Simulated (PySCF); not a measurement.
Vertical excitations of a molecule C3H4F2O from TDA-PBE/def2-SVPD (PySCF 2.14.0), as energy in eV (oscillator strength): 4.01 (0.000), 6.41 (0.000), 6.46 (0.030), 7.17 (0.009), 7.44 (0.000), 7.48 (0.009), 7.55 (0.004), 7.64 (0.029), 7.75 (0.030), 8.12 (0.068). Lowest triplet (TDA): 3.36 eV. Coordinates come from a B3LYP-D3(BJ)/def2-SVP optimisation. The values are those of a single conformer.

**Question.** Identify the compound among the candidates.
(A) OC1[C@@H](F)[C@@H]1F
(B) CC(=O)C(F)F
(C) CO/C(F)=C/F
(D) FC1(F)CCO1

**Answer.** B, CC(=O)C(F)F
